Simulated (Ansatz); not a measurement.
Input file for Ansatz (a first-principles code): R-SVWN5/def2-TZVPP on H5NSi2 (SMILES N[Si][SiH3]), a point of a torsion scan.

Ansatz 0.2 input:
```yaml
crystal:
  periodic: [false, false, false]
  atoms:
    - {symbol: N, position_ang: [1.68437273, 0.12039636, -0.03762321]}
    - {symbol: Si, position_ang: [0.62695176, -1.04872897, 0.71978300]}
    - {symbol: Si, position_ang: [1.31046493, -1.63608014, 2.82968936]}
    - {symbol: H, position_ang: [1.47496027, 1.09743897, 0.09908501]}
    - {symbol: H, position_ang: [2.68749689, 0.00390685, 0.05384746]}
    - {symbol: H, position_ang: [1.13996466, -3.09862680, 2.92724394]}
    - {symbol: H, position_ang: [2.53306188, -1.38535563, 3.62052670]}
    - {symbol: H, position_ang: [0.23968094, -1.06489270, 3.67567552]}
basis:
  gaussian:
    orbitals: def2-TZVPP
hamiltonian:
  xc: {name: SVWN5}
scf: {lower_state_search: off}
```

It printed:

```
WARN ansatz: RAYON_NUM_THREADS=1 ignored (pool sized by the plan → 1); use --threads N
Functional definition: SVWN5
these checks for a lower state are left out or cut short: stability, starts, cluster_reference, orbital_swaps, neighbouring_geometries, increment
integrals: 0.09 GiB planned
1026 factors; their error is unknown
mean field: 0.64 GiB planned
mean field evaluation 1: about -17239.5105 eV, gradient 7.4e1 eV
mean field evaluation 2: about -17181.4798 eV, gradient 1.4e2 eV
mean field evaluation 4: about -17249.8565 eV, gradient 1.3e1 eV
mean field evaluation 8: about -17250.3630 eV, gradient 2.2e-1 eV
mean field evaluation 16: about -17250.3294 eV, gradient 2.4e-4 eV
mean field -17250.32943518 eV, -633.9379140496 hartree, gradient 4.4e-6 eV, S^2 0.000000; 0 other end points of the search recorded, 0 dependent functions left out
reference -17250.32947287 eV, -633.9379154346 hartree; 20, 20 occupied and 165, 165 virtual orbitals, 1026 factors
Total energy: -17250.32947287 eV, -633.9379154346 hartree
Checks for a lower state left out: stability, starts, cluster_reference, orbital_swaps, neighbouring_geometries, increment
```

Self-consistency was reached.

Cost: around 1.2 core-seconds (rough).
